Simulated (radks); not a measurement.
Task: The mean radii <r> (bohr) of the occupied orbitals of an atom or ion are listed with their occupations. All-electron calculation, non-relativistic Kohn-Sham, LDA (Slater exchange, Perdew-Wang correlation), spin-unpolarised, spherical densities, point nucleus. Program: a radial shooting solver on a logarithmic mesh with Libxc functionals.

| orbital | occ. | <r> |
|---|---|---|
| 1s | 2 | 0.1210 |
| 2s | 2 | 0.6306 |
| 2p | 6 | 0.6044 |
| 3s | 2 | 2.372 |

Name the element and its charge.

Result: Z = 13, aluminium, charge +1: Al+ in [Ne] 3s2. The 1s radius gives Z: for a bare nucleus <r> = 1.5/Z, 0.1154 bohr for Z = 13, and screening makes it slightly larger (0.1210 here). The occupations add up to 12, and the charge is Z minus that.
